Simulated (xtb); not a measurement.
C2H2F (SMILES [CH-]=CF), charge -1, singlet, from a rough starting geometry; xtb with GFN2-xTB.

Input for xtb:
```
$ xtb mol.xyz --gfn 2 --chrg -1 --opt vtight --json

# file mol.xyz
5

C     -0.33193503     0.03878227    -0.00720670
C      0.77570488    -0.56424782    -0.03838525
F     -1.52599055    -0.66610662     0.06122206
H     -0.62782642     1.12384943     0.02097912
H      1.66728387     0.08605976    -0.03436417
```

The log (banner, timings and long lists left out):

```
   ID    Z sym.   atoms
    1    6 C      1, 2
    2    9 F      3
    3    1 H      4, 5

           -------------------------------------------------
          |                Calculation Setup                |
           -------------------------------------------------

           -------------------------------------------------
          |                 G F N 2 - x T B                 |
           -------------------------------------------------

          ...................................................
          :                      SETUP                      :
          :.................................................:
          :  # basis functions                  14          :
          :  # atomic orbitals                  14          :
          :  # shells                            8          :
          :  # electrons                        18          :
          :  max. iterations                   250          :
          :  Hamiltonian                  GFN2-xTB          :
          :  restarted?                      false          :
          :  GBSA solvation                  false          :
          :  PC potential                    false          :
          :  electronic temp.          300.0000000     K    :
          :  accuracy                    1.0000000          :
          :  -> integral cutoff          0.2500000E+02      :
          :  -> integral neglect         0.1000000E-07      :
          :  -> SCF convergence          0.1000000E-05 Eh   :
          :  -> wf. convergence          0.1000000E-03 e    :
          :  Broyden damping             0.4000000          :
          :  net charge                         -1          :
          :  unpaired electrons                  0          :
          ...................................................

 iter      E             dE          RMSdq      gap      omega  full diag
   1    -10.1234315 -0.101234E+02  0.651E+00    5.24       0.0  T
   2    -10.1743925 -0.509609E-01  0.545E+00    4.13       1.0  T
   3    -10.2049643 -0.305718E-01  0.288E+00    4.46       1.0  T
   4    -10.2053985 -0.434181E-03  0.321E-01    4.43       1.0  T
   5    -10.2054376 -0.391631E-04  0.148E-01    4.44       1.0  T
   6    -10.2054686 -0.309686E-04  0.550E-02    4.46       1.0  T
   7    -10.2054717 -0.306370E-05  0.211E-02    4.45       2.1  T
   8    -10.2054722 -0.510282E-06  0.267E-03    4.46      16.7  T
   9    -10.2054722  0.561171E-08  0.382E-03    4.45      11.7  T
  10    -10.2054722 -0.407646E-07  0.687E-05    4.45     650.9  T
  11    -10.2054722 -0.925482E-12  0.356E-05    4.45    1257.1  T

   *** convergence criteria satisfied after 11 iterations ***

         :::::::::::::::::::::::::::::::::::::::::::::::::::::
         ::                     SUMMARY                     ::
         :::::::::::::::::::::::::::::::::::::::::::::::::::::
         :: total energy             -10.094608941055 Eh    ::
         :: gradient norm              0.089071759880 Eh/a0 ::
         :: HOMO-LUMO gap              4.454702205882 eV    ::
         ::.................................................::
         :: SCC energy               -10.205472203341 Eh    ::
         :: -> isotropic ES            0.159155871664 Eh    ::
         :: -> anisotropic ES          0.001564027932 Eh    ::
         :: -> anisotropic XC         -0.000183137717 Eh    ::
         :: -> dispersion             -0.002129142917 Eh    ::
         :: repulsion energy           0.110863262286 Eh    ::
         :: add. restraining           0.000000000000 Eh    ::
         :: total charge              -1.000000000000 e     ::
         :::::::::::::::::::::::::::::::::::::::::::::::::::::

      -----------------------------------------------------------
     |                   =====================                   |
     |                        A N C O P T                        |
     |                   =====================                   |
     |               Approximate Normal Coordinate               |
     |                Rational Function Optimizer                |
      -----------------------------------------------------------
      -----------------------------------------------------------
     |                   =====================                   |
     |                        A N C O P T                        |
     |                   =====================                   |
     |               Approximate Normal Coordinate               |
     |                Rational Function Optimizer                |
      -----------------------------------------------------------

          ...................................................
          :                      SETUP                      :
          :.................................................:
          :   optimization level         verytight          :
          :   max. optcycles                   200          :
          :   ANC micro-cycles                  20          :
          :   degrees of freedom                 9          :
          :.................................................:
          :   RF solver                   davidson          :
          :   write xtbopt.log                true          :
          :   linear?                        false          :
          :   energy convergence         0.1000000E-06 Eh   :
          :   grad. convergence          0.2000000E-03 Eh/α :
          :   maxmium RF displ.          1.0000000          :
          :   Hlow (freq-cutoff)         0.1000000E-01      :
          :   Hmax (freq-cutoff)         5.0000000          :
          :   S6 in model hess.         20.0000000          :
          ...................................................

generating ANC from exact Hessian ...
Using Lindh-Hessian (1995)
 Shifting diagonal of input Hessian by    0.0000000000000000
 Lowest  eigenvalues of input Hessian
    0.000000    0.000000    0.000000    0.000000    0.000000    0.000000
[...]
 * total energy  :   -10.0946089 Eh     change       -0.4565237E-12 Eh
 * total energy  :   -10.0988360 Eh     change       -0.4227077E-02 Eh
 * total energy  :   -10.0989610 Eh     change       -0.1249592E-03 Eh
 * total energy  :   -10.0999295 Eh     change       -0.9684952E-03 Eh
 * total energy  :   -10.1000294 Eh     change       -0.9991412E-04 Eh
 * total energy  :   -10.1000601 Eh     change       -0.3074122E-04 Eh
 * total energy  :   -10.1000683 Eh     change       -0.8189676E-05 Eh
 * total energy  :   -10.1000713 Eh     change       -0.3016735E-05 Eh
 * total energy  :   -10.1000719 Eh     change       -0.6040465E-06 Eh
 * total energy  :   -10.1000720 Eh     change       -0.3097069E-07 Eh
   *** GEOMETRY OPTIMIZATION CONVERGED AFTER 10 ITERATIONS ***
[...]
          :  # electrons                        18          :
          :  max. iterations                   250          :
          :  Hamiltonian                  GFN2-xTB          :
          :  restarted?                      false          :
          :  GBSA solvation                  false          :
          :  PC potential                    false          :
          :  electronic temp.          300.0000000     K    :
          :  accuracy                    1.0000000          :
          :  -> integral cutoff          0.2500000E+02      :
          :  -> integral neglect         0.1000000E-07      :
          :  -> SCF convergence          0.1000000E-05 Eh   :
          :  -> wf. convergence          0.1000000E-03 e    :
          :  Broyden damping             0.4000000          :
          :  net charge                         -1          :
          :  unpaired electrons                  0          :
          ...................................................

 iter      E             dE          RMSdq      gap      omega  full diag
   1    -10.1847387 -0.101847E+02  0.542E-05    4.26       0.0  T
   2    -10.1847387 -0.424549E-12  0.278E-05    4.26    1609.0  T
   3    -10.1847387  0.671463E-12  0.280E-05    4.26    1597.6  T

   *** convergence criteria satisfied after 3 iterations ***

         :::::::::::::::::::::::::::::::::::::::::::::::::::::
         ::                     SUMMARY                     ::
         :::::::::::::::::::::::::::::::::::::::::::::::::::::
         :: total energy             -10.100071969686 Eh    ::
         :: gradient norm              0.000030981828 Eh/a0 ::
         :: HOMO-LUMO gap              4.263777346626 eV    ::
         ::.................................................::
         :: SCC energy               -10.184738717076 Eh    ::
         :: -> isotropic ES            0.157015517138 Eh    ::
         :: -> anisotropic ES          0.001706193122 Eh    ::
         :: -> anisotropic XC          0.001403430892 Eh    ::
         :: -> dispersion             -0.002067659262 Eh    ::
         :: repulsion energy           0.084666747390 Eh    ::
         :: add. restraining           0.000000000000 Eh    ::
         :: total charge              -1.000000000000 e     ::
         :::::::::::::::::::::::::::::::::::::::::::::::::::::

           -------------------------------------------------
          |                Property Printout                |
           -------------------------------------------------

    * Orbital Energies and Occupations

         #    Occupation            Energy/Eh            Energy/eV
      -------------------------------------------------------------
         1        2.0000           -0.5386632             -14.6578
         2        2.0000           -0.3373152              -9.1788
         3        2.0000           -0.2918669              -7.9421
         4        2.0000           -0.2699584              -7.3459
         5        2.0000           -0.2456615              -6.6848
         6        2.0000           -0.2231311              -6.0717
         7        2.0000           -0.1890860              -5.1453
         8        2.0000           -0.1196461              -3.2557
         9        2.0000           -0.0677523              -1.8436 (HOMO)
        10                          0.0889386               2.4201 (LUMO)
        11                          0.2381141               6.4794
        12                          0.3454434               9.4000
        13                          0.4793282              13.0432
        14                          0.9169404              24.9512
      -------------------------------------------------------------
                  HL-Gap            0.1566909 Eh            4.2638 eV
             Fermi-level            0.0105932 Eh            0.2883 eV

     #   Z          covCN         q      C6AA      α(0)
     1   6 C        2.677     0.063    26.567     8.434
     2   6 C        1.899    -0.366    42.833    10.570
     3   9 F        0.779    -0.401    13.529     4.345
     4   1 H        0.919    -0.149     7.635     4.322
     5   1 H        0.917    -0.147     7.562     4.301

 Mol. C6AA /au·bohr⁶  :        431.125835
 Mol. C8AA /au·bohr⁸  :       9363.993213
 Mol. α(0) /au        :         31.971419

Wiberg/Mayer (AO) data.
largest (>0.10) Wiberg bond orders for each atom

 ---------------------------------------------------------------------------
     #   Z sym  total        # sym  WBO       # sym  WBO       # sym  WBO
 ---------------------------------------------------------------------------
     1   6 C    3.727 --     2 C    1.993     4 H    0.912     3 F    0.800
     2   6 C    3.035 --     1 C    1.993     5 H    0.933
     3   9 F    0.886 --     1 C    0.800
     4   1 H    0.978 --     1 C    0.912
     5   1 H    0.978 --     2 C    0.933
 ---------------------------------------------------------------------------

Topologies differ in total number of bonds
Writing topology from bond orders to xtbtopo.mol

molecular dipole:
                 x           y           z       tot (Debye)
 q only:        0.303       0.587      -0.009
   full:        0.149       1.295      -0.003       3.312
molecular quadrupole (traceless):
                xx          xy          yy          xz          yz          zz
 q only:       -5.116      -0.845       1.195       0.279       0.023       3.921
  q+dip:       -4.544      -0.743       0.575       0.263       0.020       3.969
   full:       -4.600       0.048      -0.070       0.287      -0.006       4.670

optimized geometry written to: xtbopt.xyz

           -------------------------------------------------
          | TOTAL ENERGY              -10.100071969686 Eh   |
          | GRADIENT NORM               0.000030981828 Eh/α |
          | HOMO-LUMO GAP               4.263777346626 eV   |
           -------------------------------------------------

normal termination of xtb
```
